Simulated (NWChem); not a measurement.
All runs are NWChem calculations. System: H4GeO4, charge 0, spin multiplicity 1, displaced from the optimised geometry. The structure started from a generated list of species. Level: B3LYP/def2-SVP, VWN1-RPA local correlation.

The NWChem input:

```
start mol
memory heap 200 mb stack 900 mb global 1100 mb
geometry units angstroms nocenter noautoz
  O      1.161100     1.024697    -0.949979
  Ge     0.000000     0.000000     0.000040
  O     -1.161100    -1.024697    -0.949979
  O      1.024710    -1.161071     0.949930
  O     -1.024710     1.161071     0.949930
  H      1.976464     0.492535    -1.159343
  H     -1.976464    -0.492535    -1.159343
  H      0.492696    -1.976502     1.159106
  H     -0.492696     1.976502     1.159106
  symmetry group C2
end
basis spherical
  * library def2-svp
end
basis "cd basis" spherical
  * library weigend_coulomb_fitting
end
dft
  xc b3lyp
  semidirect memsize 60000000 filesize 0
  iterations 100
end
task dft gradient
```

Output (cleaned and shortened):

```
             Northwest Computational Chemistry Package (NWChem) 7.3.0
             --------------------------------------------------------

                                NWChem Input Module
                                -------------------

 Scaling coordinates for geometry "geometry" by  1.889725989
 (inverse scale =  0.529177249)

 Turning off AUTOSYM since
 SYMMETRY directive was detected!

                             Geometry "geometry" -> ""
                             -------------------------

 Output coordinates in angstroms (scale by  1.889725989 to convert to a.u.)

  No.       Tag          Charge          X              Y              Z
 ---- ---------------- ---------- -------------- -------------- --------------
    1 O                    8.0000     1.16110000     1.02469700    -0.94997900
    2 Ge                  32.0000     0.00000000     0.00000000     0.00004000
    3 O                    8.0000    -1.16110000    -1.02469700    -0.94997900
    4 O                    8.0000     1.02471000    -1.16107100     0.94993000
    5 O                    8.0000    -1.02471000     1.16107100     0.94993000
    6 H                    1.0000     1.97646400     0.49253500    -1.15934300
    7 H                    1.0000    -1.97646400    -0.49253500    -1.15934300
    8 H                    1.0000     0.49269600    -1.97650200     1.15910600
    9 H                    1.0000    -0.49269600     1.97650200     1.15910600

 Effective nuclear repulsion energy (a.u.)     428.9454791897

            Nuclear Dipole moment (a.u.)
            ----------------------------
        X                 Y               Z
 ---------------- ---------------- ----------------
     0.0000000000     0.0000000000     0.0000415740

      Symmetry information
      --------------------

 Group name             C2
 Group number              4
 Group order               2
 No. of unique centers     5

      Symmetry unique atoms

     1    2    4    6    8


 Summary of "ao basis" -> "" (spherical)
 ------------------------------------------------------------------------------
       Tag                 Description            Shells   Functions and Types
[...]
          Convergence on energy requested:  1.00D-06
          Convergence on density requested:  1.00D-05
          Convergence on gradient requested:  5.00D-04

              XC Information
              --------------
                         B3LYP Method XC Potential
                     Hartree-Fock (Exact) Exchange  0.200
                        Slater Exchange Functional  0.800 local
                    Becke 1988 Exchange Functional  0.720 non-local
              Lee-Yang-Parr Correlation Functional  0.810
                  VWN I RPA Correlation Functional  0.190 local

             Grid Information
             ----------------
          Grid used for XC integration:  medium
          Radial quadrature: Mura-Knowles
          Angular quadrature: Lebedev.
          Tag              B.-S. Rad. Rad. Pts. Rad. Cut. Ang. Pts.
          ---              ---------- --------- --------- ---------
          O                   0.60       49          10.0       434
          Ge                  1.25      112           8.0       590
          H                   0.35       45          11.0       434
          Grid pruning is: on
          Number of quadrature shells:   300
          Spatial weights used:  Erf1

          Convergence Information
          -----------------------
          Convergence aids based upon iterative change in
          total energy or number of iterations.
          Levelshifting, if invoked, occurs when the
          HOMO/LUMO gap drops below (HL_TOL):  1.00D-02
          DIIS, if invoked, will attempt to extrapolate
          using up to (NFOCK): 10 stored Fock matrices.

                    Damping( 0%)  Levelshifting(0.5)       DIIS
                  --------------- ------------------- ---------------
          dE  on:    start            ASAP                start
          dE off:    2 iters        100 iters           100 iters

      Screening Tolerance Information
      -------------------------------
          Density screening/tol_rho:  1.00D-10
          AO Gaussian exp screening on grid/accAOfunc:  14
          CD Gaussian exp screening on grid/accCDfunc:  20
          XC Gaussian exp screening on grid/accXCfunc:  20
          Schwarz screening/accCoul:  1.00D-08

  int_init: cando_txs set to always be  F
  intd_init: cando_txs set to always be  F

                            NWChem DFT Gradient Module
                            --------------------------

  charge          =   0.00
  wavefunction    = closed shell

  Using symmetry

                         DFT ENERGY GRADIENTS

    atom               coordinates                        gradient
                 x          y          z           x          y          z
   1 O       2.194161   1.936397  -1.795200   -0.004579   0.026108  -0.006927
   2 Ge      0.000000   0.000000   0.000076    0.000000   0.000000   0.000035
   3 O      -2.194161  -1.936397  -1.795200    0.004579  -0.026108  -0.006927
   4 O       1.936421  -2.194106   1.795107    0.026075   0.004556   0.006927
   5 O      -1.936421   2.194106   1.795107   -0.026075  -0.004556   0.006927
   6 H       3.734975   0.930756  -2.190841    0.020074  -0.012713  -0.005318
   7 H      -3.734975  -0.930756  -2.190841   -0.020074   0.012713  -0.005318
   8 H       0.931060  -3.735047   2.190393   -0.012684  -0.020033   0.005300
   9 H      -0.931060   3.735047   2.190393    0.012684   0.020033   0.005300

                 ----------------------------------------
                 |  Time  |  1-e(secs)   |  2-e(secs)   |
                 ----------------------------------------
                 |  CPU   |       0.02   |       3.59   |
                 ----------------------------------------
                 |  WALL  |       0.02   |       3.59   |
                 ----------------------------------------

 Task  times  cpu:       13.9s     wall:       13.9s

 Total times  cpu:       14.0s     wall:       14.0s
```
